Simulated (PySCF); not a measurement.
Two species compared at the same levels of theory.

First species: C7H8S.
SMILES: `SCC1=CC=CC=C1`

Second species: C4H10P2.
InChI=1S/C4H10P2/c1-4(2)3-6-5/h3-4H,5H2,1-2H3

Levels: CAM-B3LYP/def2-SVPD for dipole moment, HOMO energy, LUMO energy, HOMO–LUMO gap, static isotropic polarisability and electronic spatial extent ⟨r²⟩ about the centre of nuclear charge; TDDFT CAM-B3LYP/def2-SVPD for lowest singlet excitation; TDA CAM-B3LYP/def2-SVPD for lowest triplet excitation (Tamm–Dancoff); GFN2-xTB for rotational constant A and rotational constant C. Geometries: GFN2-xTB. Each species is one conformer at its optimised geometry, gas phase, non-relativistic unless stated; the electronic structure was computed with PySCF and density fitting.

The conformers computed, where there is a choice (atom-mapped SMILES and torsion angles):
- `[SH:1][CH2:2][c:3]1[cH:4][cH:5][cH:6][cH:7][cH:8]1`: S1–C2–C3–C4 -81°, H–S1–C2–C3 -56°
- `[CH3:1][CH:2]([CH3:3])/[CH:4]=[P:5]\[PH2:6]`: C1–C2–C4–P5 -94°, H–P6–P5–C4 91°, H–P6–P5–C4 -177°

**Question.** Which of the two has the higher S1 energy, and by how much?

**Answer.** The first: 5.28 eV against 4.06 eV, a difference of 1.22 eV.

**Question.** Which has the higher rotational constant C?

**Answer.** The second: 1.166 GHz against 0.919 GHz, a difference of 0.247 GHz.

**Question.** Which has the higher static isotropic polarisability?

**Answer.** The second: 103.1 au against 100.5 au, a difference of 2.6 au.

**Question.** Which has the higher rotational constant A?

**Answer.** The first: 4.121 GHz against 3.496 GHz, a difference of 0.625 GHz.

**Question.** Which has the higher ⟨r²⟩?

**Answer.** The first: 1277 bohr² against 1109 bohr², a difference of 168 bohr².

**Question.** Which has the higher T1 energy?

**Answer.** The first: 4.05 eV against 2.71 eV, a difference of 1.34 eV.

**Question.** Which has the higher HOMO–LUMO gap?

**Answer.** The first: 8.48 eV against 7.49 eV, a difference of 0.99 eV.

**Question.** Which of the two has the higher LUMO energy, and by how much?

**Answer.** The first: 0.48 eV against -0.46 eV, a difference of 0.94 eV.

On the first: The 8 singlets span 5.28 to 6.92 eV, and their oscillator strengths add up to 0.97. The vertical singlet–triplet gap S1 − T1 is 1.23 eV (TDDFT singlet less Tamm–Dancoff triplet; S1: HOMO→LUMO, weight 0.41; T1: HOMO→LUMO, weight 0.38, beside HOMO−2→LUMO+1, weight 0.19).

On the second: In wavenumbers S1 is 32800 cm⁻¹ (1 eV = 8065.54 cm⁻¹).
